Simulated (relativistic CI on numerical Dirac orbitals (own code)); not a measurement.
# Ta+: what numerical and physical settings do to a radial Dirac CI calculation

Reference input:

```
atom Ta  Z=73  charge=1  electrons=72
nucleus A=181  rms_radius_fm=5.3507
hamiltonian dirac-coulomb  breit=on  qed=on  c_scale=1
orbitals kli  potential=per-configuration
slater_scale 1
correlation none
mixing on
grid step=0.0125 r_max=129.7
scf mixing=0.4 start=green max_iterations=150 tolerance=2e-08 node_fill=0.05
configurations
  [Xe] 4f14 5d3 6s
end
```

Computed lowest total energy -15588.90087 Ha, first excitation 851.1 cm⁻¹, 14 SCF steps. Runs with settings changed; * marks those that are bad on purpose:

| Changed | Outcome | Lowest level | ΔE (Ha) | First excitation (cm⁻¹) | SCF steps | Message |
| --- | --- | --- | --- | --- | --- | --- |
| nuclear radius 6.9559 fm, grid step 0.006, SCF mixing 0.1 | converged | 5d3.6s 5F_1 | 1.24 | 851.3 | 32 |  |
| grid step 0.04 | converged | 5d3.6s 5F_1 | 0.000751 | 851.1 | 13 |  |
| node fill of the KLI weights 0.2, iteration limit 30 | converged | 5d3.6s 5F_1 | 0.0077 | 925.9 | 13 |  |
| grid step 0.04, iteration limit 20 | converged | 5d3.6s 5F_1 | 0.000751 | 851.1 | 13 |  |
| grid step 0.08 * | converged | 5d3.6s 5F_1 | 0.00565 | 850.7 | 13 |  |
| end of the grid at 3.89 bohr * | not converged |  |  |  | 33 | SCF of 1s2 2s2 2p6 3s2 3p6 3d10 4s2 4p6 4d10 4f14 5s2 5p6 5d3 6s stopped: an orbital could not be found |

With so few configurations and no correlation, terms lie too far apart (by 10 to 50 % near neutrality), their order can be wrong, and levels of other configurations are missing.
